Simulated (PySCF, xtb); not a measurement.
TaSCl₃, SMILES [Cl][Ta]([Cl])([Cl])=[S], multiplicity 1.

xtb 6.7.1 with GFN2-xTB at its own geometry gives an orbital gap of 2.25 eV and a dipole moment of 4.26 D.

Coordinates come from a B3LYP-D3(BJ)/def2-SVP optimisation. The spin state was assumed, not searched. The structure was generated by enumeration; whether it is a known compound was not checked. The def2 effective core potentials stand for the cores of Ta; spin–orbit coupling is left out.

Problem. What does PySCF with PBE/def2-TZVP give? (The exact figures need the calculation; the answer reports its results.)

Solution. gap 3.41 eV (levels -7.16 and -3.74 eV), dipole 1.13 D.
